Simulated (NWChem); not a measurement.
System: HgCl cation; SMILES [Cl][Hg+]

```xyz
2

Hg     0.0000     0.0000    -0.4214
Cl     0.0000     0.0000     1.8568
```
Atoms are numbered in this order, from 1.

Geometry: optimised at PBE0/def2-SVP. def2 effective core potentials on Hg; no spin-orbit coupling.

List the 4 lowest vertical singlet excitations from Hartree-Fock/def2-SVPD with def2 effective core potentials on Hg, TDHF (NWChem).


```tsv
state	energy (eV)	oscillator strength	leading excitation (squared amplitude)
S1	3.21	0.006	HOMO → LUMO (0.85)
S2	3.21	0.006	HOMO−1 → LUMO (0.85)
S3	5.18	0.254	HOMO−2 → LUMO (0.89)
S4	8.56	0.000	HOMO−3 → LUMO (0.61)
```
